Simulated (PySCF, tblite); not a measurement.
Isomers of C6H9O2 (doublet state). Method: GFN2-xTB as coded in tblite; computed harmonic values from a numerical Hessian at the method's own geometry, unscaled. Errors from tens to a few hundred cm⁻¹ against measured bands are possible. One conformer each. Open shells enter through the occupations alone, without spin polarisation, and single modes of such species can be off by tens of per cent.

Electronic energies: B3LYP/pcH-1 single points on the GFN2-xTB geometries (PySCF, gas phase).

| SMILES | electronic energy, lowest = 0 (kcal/mol) |
| --- | --- |
| [CH2]/C(=C\OC=O)CC | 3.9 |
| C[CH]/C(C)=C/OC=O | 1.7 |
| C[C@@H]1[CH]OC(=O)CC1 | 0.0 |

Question: How do GFN2-xTB zero-point energies change the relative energies?

Answer: 
```csv
SMILES,ZPE (kcal/mol),of it from modes above 1550 cm⁻¹,electronic (kcal/mol),"with ZPE, lowest = 0 (kcal/mol)",lowest mode (cm⁻¹),rings
C[C@@H]1[CH]OC(=O)CC1,86.6,41.1,0.0,0.8,50,1
C[CH]/C(C)=C/OC=O,84.1,41.3,1.7,0.0,61,0
[CH2]/C(=C\OC=O)CC,84.6,41.6,3.9,2.7,40,0
```

The zero-point energies span 2.5 kcal/mol, from `C[CH]/C(C)=C/OC=O` to `C[C@@H]1[CH]OC(=O)CC1`. With it `C[CH]/C(C)=C/OC=O` becomes the lowest.

Question: And how do the electronic energies of GFN2-xTB itself compare?

Answer: `C[C@@H]1[CH]OC(=O)CC1` 0.0; `C[CH]/C(C)=C/OC=O` 14.1; `[CH2]/C(=C\OC=O)CC` 18.6 kcal/mol, lowest = 0. Against the energies above, taken from the same isomer `C[C@@H]1[CH]OC(=O)CC1`, the largest difference is 14.7 kcal/mol.

Question: What do entropy and thermal enthalpy add at 298.15 K and 1 bar (rigid rotor, harmonic oscillator, one conformer each)?

Answer: 
```json
{"SMILES": "C[C@@H]1[CH]OC(=O)CC1", "point group": "C1", "symmetry number": "1", "S (cal/(mol K))": "88.6", "H − H(0) (kcal/mol)": "5.61", "ZPE + H − H(0) − TS (kcal/mol)": "65.8"}
{"SMILES": "C[CH]/C(C)=C/OC=O", "point group": "Cs", "symmetry number": "1", "S (cal/(mol K))": "98.1", "H − H(0) (kcal/mol)": "6.69", "ZPE + H − H(0) − TS (kcal/mol)": "61.6"}
{"SMILES": "[CH2]/C(=C\\OC=O)CC", "point group": "C1", "symmetry number": "1", "S (cal/(mol K))": "96.5", "H − H(0) (kcal/mol)": "6.43", "ZPE + H − H(0) − TS (kcal/mol)": "62.2"}
```

S holds R ln(2S + 1) for the spin.
